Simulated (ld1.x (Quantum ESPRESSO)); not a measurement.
**Varying the TM potential for lithium**

Base potential:

```json
{
 "Element": "Li (Z = 3)",
 "Generator": "ld1.x (Quantum ESPRESSO) 7.5",
 "Type": "norm-conserving Troullier–Martins (Kleinman–Bylander form)",
 "Functional": "Wu–Cohen",
 "Relativity": "scalar-relativistic",
 "Frozen core": "[He]",
 "Valence charge": "1",
 "Reference configuration": "2s0 2p1",
 "Partial waves": "2p (bound): rc 4.20 bohr; 2s (bound, empty): rc 3.50 bohr",
 "Local potential": "the s channel",
 "Core correction": "Bessel-smoothed model core inside 2.60 bohr"
}
```

All-electron outer shells of the reference configuration (Wu–Cohen, scalar-relativistic, ld1.x):

```json
{"shell": "1s", "level (eV)": "-53.24", "outermost node (bohr)": "–", "outermost maximum (bohr)": "0.36"}
{"shell": "2s", "level (eV)": "-3.28", "outermost node (bohr)": "0.83", "outermost maximum (bohr)": "3.16"}
{"shell": "2p", "level (eV)": "-1.53", "outermost node (bohr)": "–", "outermost maximum (bohr)": "4.06"}
```

Cutoffs, loose and tight: the cutoffs (Ry, on a coarse ladder) from which the occupation-weighted sum of valence levels, in a spherical-Bessel basis at the reference potential, stays within 10 and 1 mRy of its value at 400 Ry. They do not see the model core or the augmentation charge, which bear on the density cutoff. Test errors are all-electron minus pseudo excitation energies from the reference, over the configurations 2s1 2p0; 2s0.5 2p0. A dash means not determined; rows that change the core or the reference have their own tests.

| change | outcome | cutoff, loose | cutoff, tight | bound ghosts | largest test error (meV) |
| --- | --- | --- | --- | --- | --- |
| base | generated | 6 Ry | 6 Ry | none | -14 |
| reference 2s1 2p0 | generated | 6 Ry | 6 Ry | none | -13 |
| wave 2p (bound): rc 4.20 bohr becomes 2p (bound): rc 5.92 bohr | generated | 6 Ry | 6 Ry | none | -22 |
| type PAW; waves now 2s (bound): rcut 3.05, rcutus 3.50 bohr; 2s channel at 0.7 Ry: rcut 3.05, rcutus 3.50 bohr; 2p (bound): rcut 3.65, rcutus 4.20 bohr; 2p channel at 1.05 Ry: rcut 3.65, rcutus 4.20 bohr; local potential all-electron potential smoothed inside 2.70 bohr (lloc = -1); augmentation PSQ, radius 2.75 bohr | generated | 6 Ry | 6 Ry | none | 2 of 2 tests not solved or not reliable |
| all radii but the core radius scaled by about 1.20 (s 4.20, p 5.04 bohr) | generated | 6 Ry | 6 Ry | none | -20 |
| functional PBEsol | generated | 6 Ry | 6 Ry | none | -12 |
| wave 2s (bound): rc 3.50 bohr becomes 2s (bound): rc 4.20 bohr | generated | 6 Ry | 6 Ry | none | -17 |
| core correction none | generated | 6 Ry | 6 Ry | none | +6.0 |
| wave 2p (bound): rc 4.20 bohr becomes 2p (bound): rc 5.84 bohr | generated | 6 Ry | 6 Ry | none | -22 |
